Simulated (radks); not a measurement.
Results of a calculation; reference values are marked as such.
Pt LXIV, 15 electrons, occupied as [Ne] 3s2 3p3 (the NIST ground configuration).

Level of theory: scalar-relativistic Kohn-Sham, PBE, spin-unpolarised, spherical densities, point nucleus (a radial shooting solver on a logarithmic mesh with Libxc functionals).

Energy parts (hartree):
total: -13818.8911
kinetic: 15859.6384
electron-nucleus: -30780.2192
Hartree: 1272.7236
exchange-correlation: -171.0338

Orbitals (lengths in bohr, moments of r in powers of bohr):
\begin{tabular}{lrrr}
orbital & occ. & eigenvalue (hartree) & <1/r> \\ \hline
1s & 2 & -3074.046 & 94.05 \\
2s & 2 & -690.2388 & 22.28 \\
2p & 6 & -623.8691 & 19.87 \\
3s & 2 & -276.6322 & 8.965 \\
3p & 3 & -257.1177 & 8.264 \\
\end{tabular}

The highest occupied level is 3p at -6996.5 eV. The density falls to 0.001 e/bohr^3 at r = 0.53 bohr.
